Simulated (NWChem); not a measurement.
System: GeSiNH₅, singlet; SMILES [NH2][Ge][SiH3]

Output (shortened):

```
             Northwest Computational Chemistry Package (NWChem) 7.3.0
             --------------------------------------------------------

 CS  symmetry detected

                             Geometry "geometry" -> ""
                             -------------------------

 Output coordinates in angstroms (scale by  1.889725989 to convert to a.u.)

  No.       Tag          Charge          X              Y              Z
 ---- ---------------- ---------- -------------- -------------- --------------
    1 Ge                  32.0000    -0.44883308    -0.65617214     0.00000000
    2 N                    7.0000     1.29943622    -1.14996688     0.00000000
    3 H                    1.0000     1.56744801    -2.12983344     0.00000000
    4 H                    1.0000     2.10887041    -0.53598764     0.00000000
    5 Si                  14.0000     0.07547821     1.76890606     0.00000000
    6 H                    1.0000    -0.51010095     2.44891281     1.20354548
    7 H                    1.0000    -0.51010095     2.44891281    -1.20354548
    8 H                    1.0000     1.55379365     2.05058733     0.00000000

 Effective nuclear repulsion energy (a.u.)     236.7189007206

      Symmetry information
      --------------------

 Group name             Cs
 Group number              2
 Group order               2
 No. of unique centers     7

                                 NWChem DFT Module
                                 -----------------

 Summary of "ao basis" -> "ao basis" (spherical)
 ------------------------------------------------------------------------------
       Tag                 Description            Shells   Functions and Types
 ---------------- ------------------------------  ------  ---------------------
 Ge                         def2-svp                12       32   5s4p3d
 N                          def2-svp                 6       14   3s2p1d
 H                          def2-svp                 3        5   2s1p
 Si                         def2-svp                 8       18   4s3p1d

      Symmetry analysis of basis
      --------------------------

        a'         62
        a"         27

            General Information
            -------------------
          SCF calculation type: DFT
          Wavefunction type:  closed shell.
          No. of atoms     :     8
          No. of electrons :    58
           Alpha electrons :    29
            Beta electrons :    29
          Charge           :     0
          Spin multiplicity:     1
          Use of symmetry is: on ; symmetry adaption is: on
          Maximum number of iterations: 150
          AO basis - number of functions:    89
                     number of shells:    41
          Convergence on energy requested:  1.00D-06
          Convergence on density requested:  1.00D-05
          Convergence on gradient requested:  5.00D-04

              XC Information
              --------------
                  TPSS metaGGA Exchange Functional  1.000
             TPSS03 metaGGA Correlation Functional  1.000

             Grid Information
             ----------------
          Grid used for XC integration:  medium
          Radial quadrature: Mura-Knowles
          Angular quadrature: Lebedev.
          Tag              B.-S. Rad. Rad. Pts. Rad. Cut. Ang. Pts.
          ---              ---------- --------- --------- ---------
          Ge                  1.25      112          10.0       590
          N                   0.65       49          11.0       434
          H                   0.35       45          12.0       434
          Si                  1.10       88          11.0       590
          Grid pruning is: on
          Number of quadrature shells:   429
          Spatial weights used:  Erf1

      Superposition of Atomic Density Guess
      -------------------------------------

 Sum of atomic energies:       -2420.52261133

      Non-variational initial energy
      ------------------------------

 Total energy =   -2421.377622
 1-e energy   =   -3843.194576
 2-e energy   =    1185.098053
 HOMO         =      -0.204739
 LUMO         =      -0.050180

      Symmetry analysis of molecular orbitals - initial
      -------------------------------------------------

  Numbering of irreducible representations:

     1 a'          2 a"

  Orbital symmetries:

     1 a'          2 a'          3 a'          4 a'          5 a'
     6 a"          7 a'          8 a'          9 a'         10 a'
    11 a'         12 a"         13 a'         14 a"         15 a'
    16 a'         17 a'         18 a"         19 a'         20 a"
    21 a'         22 a'         23 a'         24 a'         25 a'
    26 a"         27 a'         28 a"         29 a'         30 a"
    31 a'         32 a'         33 a'         34 a"         35 a'
    36 a'         37 a'         38 a'         39 a'

     ---------------------------------------------
      Total Density - Mulliken Population Analysis
     ---------------------------------------------

    Atom       Charge   Shell Charges
 -----------   ------   -------------------------------------------------------
    1 Ge  32    31.48   2.00  2.00  2.00  1.31  0.56  6.00  5.98  0.79  0.77  8.14  1.80  0.14
    2 N    7     7.78   1.99  1.04  0.47  2.55  1.74  0.01
    3 H    1     0.76   0.60  0.12  0.04
    4 H    1     0.77   0.60  0.13  0.04
    5 Si  14    13.99   2.00  1.99  1.06  0.33  5.94  1.18  1.42  0.09
    6 H    1     1.07   0.69  0.37  0.01
    7 H    1     1.07   0.69  0.37  0.01
    8 H    1     1.07   0.69  0.37  0.01

   convergence    iter        energy       DeltaE   RMS-Dens  Diis-err
 ---------------- ----- ----------------- --------- --------- ---------
 d= 0,ls=0.0,diis     1  -2423.8171886154 -2.66D+03  1.37D-02  3.66D-01
 d= 0,ls=0.0,diis     2  -2423.6207497502  1.96D-01  1.09D-02  1.67D+00
 d= 0,ls=0.0,diis     3  -2423.8500470460 -2.29D-01  2.38D-03  1.45D-01
 d= 0,ls=0.0,diis     4  -2423.8666714979 -1.66D-02  5.23D-04  7.23D-03
 d= 0,ls=0.0,diis     5  -2423.8670052035 -3.34D-04  2.53D-04  3.10D-04
  Resetting Diis
 d= 0,ls=0.0,diis     6  -2423.8670251796 -2.00D-05  1.03D-04  3.61D-05
 d= 0,ls=0.0,diis     7  -2423.8670324391 -7.26D-06  3.59D-05  1.20D-06
 d= 0,ls=0.0,diis     8  -2423.8670316343  8.05D-07  2.12D-05  7.00D-06
 d= 0,ls=0.0,diis     9  -2423.8670326213 -9.87D-07  6.53D-06  1.68D-07

         Total DFT energy =    -2423.867032621310
      One electron energy =    -3844.897577522845
           Coulomb energy =     1292.993218832770
    Exchange-Corr. energy =     -108.681574651807
 Nuclear repulsion energy =      236.718900720573

 Numeric. integr. density =       57.999964344909

                  Occupations of the irreducible representations
                  ----------------------------------------------

                     irrep           alpha         beta
                     --------     --------     --------
                     a'               22.0         22.0
                     a"                7.0          7.0

                       DFT Final Molecular Orbital Analysis
                       ------------------------------------

 Vector   27  Occ=2.000000D+00  E=-2.929325D-01  Symmetry=a'
              MO Center=  7.7D-03,  4.8D-01,  3.6D-12, r^2= 4.2D+00
   Bfn.  Coefficient  Atom+Function         Bfn.  Coefficient  Atom+Function
  ----- ------------  ---------------      ----- ------------  ---------------
     4      0.379899  1 Ge s                 36     -0.254648  2 N  px
     3     -0.219554  1 Ge s                 35     -0.197181  2 N  s
    12     -0.174368  1 Ge px                65     -0.174494  5 Si py
    75     -0.171922  6 H  s                 80     -0.171922  7 H  s
     5      0.167569  1 Ge s                 39      0.155812  2 N  px

 Vector   28  Occ=2.000000D+00  E=-2.562065D-01  Symmetry=a"
              MO Center=  1.0D+00, -9.8D-01, -3.6D-12, r^2= 1.8D+00
   Bfn.  Coefficient  Atom+Function         Bfn.  Coefficient  Atom+Function
  ----- ------------  ---------------      ----- ------------  ---------------
    38      0.532924  2 N  pz                41     -0.432362  2 N  pz
    14     -0.181003  1 Ge pz                17     -0.180091  1 Ge pz
    11      0.106764  1 Ge pz                76      0.063459  6 H  s
    81     -0.063459  7 H  s                 75      0.062739  6 H  s
    80     -0.062739  7 H  s                 21     -0.049173  1 Ge d  1

 Vector   29  Occ=2.000000D+00  E=-1.934299D-01  Symmetry=a'
              MO Center= -3.7D-01, -1.2D-01,  2.3D-13, r^2= 3.8D+00
   Bfn.  Coefficient  Atom+Function         Bfn.  Coefficient  Atom+Function
  ----- ------------  ---------------      ----- ------------  ---------------
     4      0.339385  1 Ge s                  5      0.294299  1 Ge s
    13     -0.292000  1 Ge py                68      0.280468  5 Si py
    65      0.250851  5 Si py                16     -0.246352  1 Ge py
     3     -0.198329  1 Ge s                 12     -0.194897  1 Ge px
    15     -0.184284  1 Ge px                59     -0.179517  5 Si s

 Vector   30  Occ=0.000000D+00  E=-9.554751D-02  Symmetry=a"
              MO Center= -2.2D-01, -5.1D-01,  1.3D-15, r^2= 3.2D+00
   Bfn.  Coefficient  Atom+Function         Bfn.  Coefficient  Atom+Function
  ----- ------------  ---------------      ----- ------------  ---------------
    17      0.605932  1 Ge pz                14      0.442227  1 Ge pz
    41     -0.303374  2 N  pz                38      0.290701  2 N  pz
    11     -0.237718  1 Ge pz                76     -0.144730  6 H  s
    81      0.144730  7 H  s                 69      0.122546  5 Si pz
    75     -0.084113  6 H  s                 80      0.084113  7 H  s

 Vector   31  Occ=0.000000D+00  E=-1.302832D-02  Symmetry=a'
              MO Center=  2.0D-01, -2.3D-01, -1.1D-12, r^2= 5.5D+00
   Bfn.  Coefficient  Atom+Function         Bfn.  Coefficient  Atom+Function
  ----- ------------  ---------------      ----- ------------  ---------------
    35      0.835602  2 N  s                 16      0.635448  1 Ge py
    68      0.461463  5 Si py                86      0.457128  8 H  s
    15     -0.411115  1 Ge px                67     -0.364005  5 Si px
    53     -0.344891  4 H  s                 60     -0.321361  5 Si s
    48     -0.290331  3 H  s                 13      0.216121  1 Ge py

 Vector   32  Occ=0.000000D+00  E= 2.783486D-02  Symmetry=a'
              MO Center= -1.1D-01,  9.2D-01,  2.4D-12, r^2= 5.2D+00
   Bfn.  Coefficient  Atom+Function         Bfn.  Coefficient  Atom+Function
  ----- ------------  ---------------      ----- ------------  ---------------
    67      0.895934  5 Si px                68      0.786291  5 Si py
    16      0.780982  1 Ge py                86     -0.648300  8 H  s
     5      0.636133  1 Ge s                 60     -0.542608  5 Si s
     4      0.398316  1 Ge s                 15      0.388568  1 Ge px
    53     -0.332214  4 H  s                 76      0.254474  6 H  s

     ---------------------------------------------
      Total Density - Mulliken Population Analysis
     ---------------------------------------------

    Atom       Charge   Shell Charges
 -----------   ------   -------------------------------------------------------
    1 Ge  32    31.82   2.00  2.00  1.99  1.43  0.43  6.00  5.97  1.06  0.83  8.06  1.82  0.23
    2 N    7     7.33   1.99  1.00  0.45  2.41  1.47  0.01
    3 H    1     0.86   0.72  0.10  0.04
    4 H    1     0.86   0.71  0.10  0.04
    5 Si  14    13.91   2.00  1.98  1.06  0.29  5.93  1.31  1.22  0.12
    6 H    1     1.07   0.74  0.32  0.01
    7 H    1     1.07   0.74  0.32  0.01
    8 H    1     1.09   0.74  0.34  0.01

     -------------------------------------------
      Total Density - Lowdin Population Analysis
     -------------------------------------------

    Atom       Charge   Shell Charges
 -----------   ------   -------------------------------------------------------
    1 Ge  32    31.96   2.00  2.00  1.96  1.05  0.61  5.99  5.81  1.21  1.11  7.77  2.06  0.39
    2 N    7     7.12   1.97  0.73  0.43  2.20  1.76  0.03
    3 H    1     0.93   0.60  0.21  0.12
    4 H    1     0.93   0.60  0.21  0.12
    5 Si  14    13.78   2.00  1.94  0.71  0.38  5.82  1.32  1.43  0.18
    6 H    1     1.09   0.64  0.42  0.02
    7 H    1     1.09   0.64  0.42  0.02
    8 H    1     1.10   0.65  0.43  0.02

     Multipole analysis of the density
     ---------------------------------

     L   x y z        total         alpha         beta         nuclear
     -   - - -        -----         -----         ----         -------
     0   0 0 0     -0.000000    -29.000000    -29.000000     58.000000

     1   1 0 0      0.668572      0.334286      0.334286     -0.000000
     1   0 1 0     -0.598079     -0.299039     -0.299039      0.000000
     1   0 0 1      0.000000      0.000000      0.000000      0.000000

     2   2 0 0    -27.588594    -64.119241    -64.119241    100.649889
     2   1 1 0     -2.766389      3.879692      3.879692    -10.525773
     2   1 0 1     -0.000000     -0.000000     -0.000000      0.000000
     2   0 2 0    -30.556379   -172.162326   -172.162326    313.768273
     2   0 1 1     -0.000000     -0.000000     -0.000000      0.000000
     2   0 0 2    -29.157290    -19.751409    -19.751409     10.345528
```

Level: TPSS/def2-SVP. Low-valent species are run as closed-shell singlets; no triplet was tried in these runs. Structure relaxed at the PBE0/def2-SVP level.

Problem. Reconstruct the input file.

Solution. This is not unique; one that fits is the input that was run:
```
start job
memory heap 200 mb stack 900 mb global 1100 mb
geometry units angstroms noautoz
  Ge    -0.458218    -0.649646    -0.141099
  N      1.271843    -1.176179     0.031906
  H      1.521922    -2.160744     0.039720
  H      2.086951    -0.577657     0.129500
  Si     0.103734     1.764704    -0.036072
  H     -0.594697     2.433189     1.112464
  H     -0.339409     2.477826    -1.280636
  H      1.578231     2.018431     0.125927
end
basis spherical
  * library def2-svp
end
dft
  xc xtpss03 ctpss03
  iterations 150
  mulliken
end
task dft energy
```
